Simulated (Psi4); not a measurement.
H2S, charge +1, doublet, at a GFN2-xTB geometry (a state made from the parent by changing its charge; the spin is typed, not shown lowest), atoms displaced at random by about 0.02 Å a coordinate; Psi4 with B3LYP/STO-3G.

Psi4 was given this input:
```
memory 2 GB

molecule mol {
1 2
  S    -0.038558   -0.027100    0.090730
  H    -0.039266    0.989628   -0.810837
  H     0.039608   -0.951777   -0.892710
}

set basis sto-3g
set reference uks
set g_convergence turbomole

optimize('b3lyp')
print_variables()
```

Question: Predict the main parts of the log of this Psi4 run.

Answer: 
```
gradient() will perform analytic gradient computation.

   => Loading Basis Set <=

    Name: STO-3G
    Role: ORBITAL
    Keyword: BASIS

         ---------------------------------------------------------
                                   SCF
               by Justin Turney, Rob Parrish, Andy Simmonett
                          and Daniel G. A. Smith
                              UKS Reference
         ---------------------------------------------------------

  ==> Geometry <==

    Molecular point group: cs
    Full point group: Cs

    Geometry (in Angstrom), charge = 1, multiplicity = 2:

       Center              X                  Y                   Z               Mass
    ------------   -----------------  -----------------  -----------------  -----------------
         S           -0.055942469277    -0.002731605012     0.000000000000    31.972071174400
         H            0.844762279585     1.014760575849     0.000000000000     1.007825032230
         H            0.929947171150    -0.928103599609     0.000000000000     1.007825032230

  Running in cs symmetry.

  Rotational constants: A =      9.97003  B =      8.84378  C =      4.68660 [cm^-1]
  Rotational constants: A = 298894.04051  B = 265129.83165  C = 140500.66062 [MHz]
  Nuclear repulsion =   12.764634167451433

  Charge       = 1
  Multiplicity = 2
  Electrons    = 17
  Nalpha       = 9
  Nbeta        = 8

  ==> Algorithm <==

  SCF Algorithm Type is DF.
  DIIS enabled.
  MOM disabled.
  Fractional occupation disabled.
  Guess Type is SAD.
  Energy threshold   = 1.00e-08
  Density threshold  = 1.00e-08
  Integral threshold = 1.00e-12

  ==> Primary Basis <==

  Basis Set: STO-3G
    Blend: STO-3G
    Number of shells: 7
    Number of basis functions: 11
    Number of Cartesian functions: 11
    Spherical Harmonics?: true
    Max angular momentum: 1

  ==> DFT Potential <==

   => LibXC <=

    Version 7.1.2
    S. Lehtola, C. Steigemann, M. J. T. Oliveira, and M. A. L. Marques,  SoftwareX 7, 1–5 (2018) (10.1016/j.softx.2017.11.002)

   => Composite Functional: B3LYP <=

    B3LYP Hyb-GGA Exchange-Correlation Functional

    P. J. Stephens, F. J. Devlin, C. F. Chabalowski, and M. J. Frisch,  J. Phys. Chem. 98, 11623 (1994) (10.1021/j100096a001)

    Deriv               =              1
    GGA                 =           TRUE
    Meta                =          FALSE

    Exchange Hybrid     =           TRUE
    MP2 Hybrid          =          FALSE

   => Exchange Functionals <=

[...]
  @DF-UKS Final Energy:  -394.66031321744049
    Total Energy =                       -394.6603132174404323
  @DF-UKS Final Energy:  -394.66232956276389
    Total Energy =                       -394.6623295627638868
  @DF-UKS Final Energy:  -394.66247043563209
    Total Energy =                       -394.6624704356320876
  @DF-UKS Final Energy:  -394.66247222159444
    Total Energy =                       -394.6624722215943848
  @DF-UKS Final Energy:  -394.66247227094760
    Total Energy =                       -394.6624722709476032
[...]
	 R(1,2)           =         2.643071           1.398653
	 R(1,3)           =         2.643068           1.398651
	 B(2,1,3)         =         1.623230          93.004255

	        --- Internal Coordinate Step in ANG or DEG, aJ/ANG or AJ/DEG ---
	-------------------------------------------------------------------------------
	           Coordinate      Previous         Force          Change          New
	           ----------      --------        ------          ------        ------
	               R(1,2)       1.39865       -0.00006       -0.00001       1.39864
	               R(1,3)       1.39865       -0.00005       -0.00001       1.39864
	             B(2,1,3)      93.00426        0.00000        0.00196      93.00622
	-------------------------------------------------------------------------------

	                                 ==> Convergence Check <==

	Measures of convergence in internal coordinates in au.

	Criteria marked as inactive (o), active & met (*), and active & unmet ( ).

	----------------------------------------------------------------------------------------------
	   Step    Total Energy     Delta E     Max Force     RMS Force      Max Disp      RMS Disp
	----------------------------------------------------------------------------------------------
	  Convergence Criteria     1.00e-06 *    1.00e-03 *    5.00e-04 *    1.00e-03 *    5.00e-04 *
	----------------------------------------------------------------------------------------------
	     5    -394.66247227   -4.94e-08 *    7.50e-06 *    7.03e-06 *    3.42e-05 *    2.72e-05 *  ~
	----------------------------------------------------------------------------------------------

Next Geometry in Ang
	Fragment 1 (Ang)

	    S  -0.0570202158  -0.0025654548   0.0000000000
	    H   0.8590903958   1.0542852843   0.0000000000
	    H   0.9503324486  -0.9728422035   0.0000000000

    Final optimized geometry and variables:
    Molecular point group: cs
    Full point group: Cs

    Geometry (in Angstrom), charge = 1, multiplicity = 2:

    S           -0.057037243134    -0.002567310882     0.000000000000
    H            0.859099773962     1.054278491927     0.000000000000
    H            0.950340097809    -0.972833554952     0.000000000000

  Variable Map:
  ----------------------------------------------------------------------------
[...]
  Array Variable Map:
  ----------------------------------------------------------------------------
[...]
Optimizer: Optimization complete!
```
